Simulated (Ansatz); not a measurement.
## Cost against result

The pair of H$_{2}$ (SMILES [H][H], atoms 1–2) and AlCl$_{3}$ (SMILES Cl[Al](Cl)Cl, atoms 3–6), both closed shells, in one local arrangement (a lower one may exist), relaxed at PBE0-D4/def2-TZVP:

```csv
atom,x (Å),y (Å),z (Å)
H1,0.5334,0.2265,-1.4812
H2,-0.2063,0.3736,-1.5436
Cl3,-1.3279,-1.7594,0.3721
Al4,-0.0723,-0.1299,0.6556
Cl5,1.9697,-0.4347,0.8976
Cl6,-0.8965,1.7239,1.0994
```

Interaction energies are counterpoise-corrected; the time is that of the whole pair.

Computed with Ansatz 0.2.0 (basis: as named in each row); correlated methods freeze the cores. B3LYP uses VWN-RPA correlation. Extrapolation: Hartree–Fock as exp(−7.88 √X), correlation as X^−2.97.

Times are rough, for one single point on 4 threads of a shared host (Arm Neoverse V2).

The estimate by CCSD(T) at an estimated basis limit (MP2 extrapolated from triple and quadruple zeta, plus CCSD(T) − MP2 in triple zeta) is -0.136 eV.

```csv
method,basis,time (s),interaction energy (eV),method less estimate
HF,STO-3G,under 1,0.216,0.352
PBE-D4,STO-3G,under 1,0.142,0.277
SPW92,def2-SVP,under 1,-0.266,-0.130
PBE-D4,def2-SVP,under 1,-0.135,0.001
B3LYP-D4,6-31G,under 1,0.045,0.180
PBE0-D4,def2-SVP,under 1,-0.154,-0.018
CCSD(T),def2-SVP,under 1,0.006,0.142
PBE-D4,def2-TZVPPD,2,-0.153,-0.017
revPBE-D4,def2-TZVPPD,2,-0.118,0.018
BLYP-D4,def2-TZVPPD,2,-0.070,0.066
B3LYP-D4,def2-TZVPPD,2,-0.106,0.030
PBE0-D4,def2-TZVPPD,3,-0.173,-0.037
wB97M-V,def2-SVP,3,-0.144,-0.008
r2SCAN-D4,def2-TZVPPD,3,-0.153,-0.017
B2PLYP,def2-TZVPPD,4,-0.075,0.061
wB97X-V,def2-TZVPPD,6,-0.157,-0.021
HSE06-D4,def2-TZVPPD,6,-0.170,-0.034
wB97M-V,def2-TZVPPD,7,-0.158,-0.022
B97M-V,def2-TZVPPD,8,-0.123,0.013
MP2,def2-QZVPPD,10,-0.132,0.004
CCSD(T),def2-TZVPPD,53,-0.103,0.033
```

No T1 diagnostic of these runs exceeds 0.010.
